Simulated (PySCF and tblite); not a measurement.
Results of a calculation; reference values are marked as such.
C6H10O2, numbered as in [O:1]=[CH:2][C@H:3]1[CH2:4][CH2:5][CH2:6][CH2:7][O:8]1.

The ensemble was built from 90 distance-geometry starts (ETKDG and KDG, MMFF94s, GFN2-xTB) and rests on PBE0-D3(BJ)/def2-SVP geometries. Free energies are PBE0-D3(BJ)/def2-TZVP single points with GFN2-xTB rigid-rotor and vibrational terms (modes under about 100 cm⁻¹ blended into free rotors). Symmetry numbers and mirror images are counted. Conformers within 4 kcal/mol (GFN2-xTB free energy) were kept, 5 at most. (PySCF 2.14, tblite 0.8.)

Rotational constants are equilibrium values for the commonest isotopes; dipoles come from the energy level named.

Torsions listed: O1–C2–C3–O8. The 6-ring runs over atoms 3–4–5–6–7–8.

| conformer | shape | symmetry | weight % |
| --- | --- | --- | --- |
| 1 | 6-ring chair (all substituents equatorial); 161° | C1 | 87.0 |
| 2 | 6-ring chair (C2 axial); 155° | C1 | 9.3 |
| 3 | 6-ring chair (all substituents equatorial); 3° | C1 | 2.4 |
| 4 | 6-ring chair (C2 axial); 5° | C1 | 1.3 |

Sets of constants, in random order:

| set | A (MHz) | B (MHz) | C (MHz) | abs μa (D) | abs μb (D) | abs μc (D) |
| --- | --- | --- | --- | --- | --- | --- |
| P | 3234 | 1810 | 1505 | 1.90 | 0.16 | 0.26 |
| Q | 4271 | 1476 | 1165 | 3.02 | 0.19 | 0.69 |
| R | 3113 | 1884 | 1604 | 1.91 | 2.28 | 0.27 |
| S | 4192 | 1514 | 1209 | 3.26 | 2.10 | 1.42 |

(1) Match each set to its conformer.

## Answers

(1) P is conformer 2, Q is conformer 1, R is conformer 4, S is conformer 3.
